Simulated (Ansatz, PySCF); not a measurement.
Si(H)2(Br)(OMe) (CH5BrOSi), SMILES CO[SiH2]Br. Atoms are numbered in the order given.

```xyz
9

Si     0.4058    -0.2112     1.0402
Br     0.7042     0.2560    -1.1219
O     -1.1186    -0.7786     1.3030
C     -2.3072    -0.0811     1.0338
H      1.3401    -1.2924     1.4285
H      0.6504     1.0598     1.7789
H     -2.3557     0.8760     1.5840
H     -3.1557    -0.7043     1.3511
H     -2.4146     0.1321    -0.0438
```

Geometry: PBE0-D3(BJ)/def2-SVP. One conformer was computed; it need not be the lowest.

Two levels are set side by side: PBE-D3(BJ)/def2-SVP (Ansatz, a first-principles code) and PBE0-D3(BJ)/def2-SVP (Ansatz). Each level has its own optimised geometry; the coordinates shown are those of the second. Frequencies come from the Hessian of PySCF at each geometry. Differences are taken from unrounded values.

```json
[
 {"quantity": "mean bond length (Å)", "PBE0-D3(BJ)": "1.445"},
 {"quantity": "bond Si1–Br2 (Å)", "PBE0-D3(BJ)": "2.232"},
 {"quantity": "bond Si1–O3 (Å)", "PBE0-D3(BJ)": "1.648"},
 {"quantity": "bond O3–C4 (Å)", "PBE0-D3(BJ)": "1.404"},
 {"quantity": "bond Si1–H5 (Å)", "PBE0-D3(BJ)": "1.481"},
 {"quantity": "bond Si1–H6 (Å)", "PBE0-D3(BJ)": "1.490"},
 {"quantity": "bond C4–H7 (Å)", "PBE0-D3(BJ)": "1.105"},
 {"quantity": "bond C4–H8 (Å)", "PBE0-D3(BJ)": "1.100"},
 {"quantity": "bond C4–H9 (Å)", "PBE0-D3(BJ)": "1.104"},
 {"quantity": "highest harmonic wavenumber (cm⁻¹)", "PBE0-D3(BJ)": "3155"},
 {"quantity": "mean harmonic wavenumber (cm⁻¹)", "PBE0-D3(BJ)": "1280"},
 {"quantity": "zero-point energy (kcal/mol)", "PBE0-D3(BJ)": "38.42"}
]
```

### Question
What does PBE-D3(BJ) give, and how far is it from PBE0-D3(BJ)? (The exact figures need the calculation; the answer reports its results.)

### Answer

```json
[
 {"quantity": "mean bond length (Å)", "PBE-D3(BJ)": "1.458", "PBE-D3(BJ) minus PBE0-D3(BJ)": "0.013"},
 {"quantity": "bond Si1–Br2 (Å)", "PBE-D3(BJ)": "2.249", "PBE-D3(BJ) minus PBE0-D3(BJ)": "0.017"},
 {"quantity": "bond Si1–O3 (Å)", "PBE-D3(BJ)": "1.666", "PBE-D3(BJ) minus PBE0-D3(BJ)": "0.018"},
 {"quantity": "bond O3–C4 (Å)", "PBE-D3(BJ)": "1.419", "PBE-D3(BJ) minus PBE0-D3(BJ)": "0.015"},
 {"quantity": "bond Si1–H5 (Å)", "PBE-D3(BJ)": "1.492", "PBE-D3(BJ) minus PBE0-D3(BJ)": "0.012"},
 {"quantity": "bond Si1–H6 (Å)", "PBE-D3(BJ)": "1.503", "PBE-D3(BJ) minus PBE0-D3(BJ)": "0.012"},
 {"quantity": "bond C4–H7 (Å)", "PBE-D3(BJ)": "1.114", "PBE-D3(BJ) minus PBE0-D3(BJ)": "0.009"},
 {"quantity": "bond C4–H8 (Å)", "PBE-D3(BJ)": "1.108", "PBE-D3(BJ) minus PBE0-D3(BJ)": "0.009"},
 {"quantity": "bond C4–H9 (Å)", "PBE-D3(BJ)": "1.113", "PBE-D3(BJ) minus PBE0-D3(BJ)": "0.009"},
 {"quantity": "highest harmonic wavenumber (cm⁻¹)", "PBE-D3(BJ)": "3056", "PBE-D3(BJ) minus PBE0-D3(BJ)": "-99"},
 {"quantity": "mean harmonic wavenumber (cm⁻¹)", "PBE-D3(BJ)": "1234", "PBE-D3(BJ) minus PBE0-D3(BJ)": "-46"},
 {"quantity": "zero-point energy (kcal/mol)", "PBE-D3(BJ)": "37.05", "PBE-D3(BJ) minus PBE0-D3(BJ)": "-1.37"}
]
```

Exact exchange shortens and stiffens bonds; PBE has none. Differences between two approximate levels are no errors against the true value.
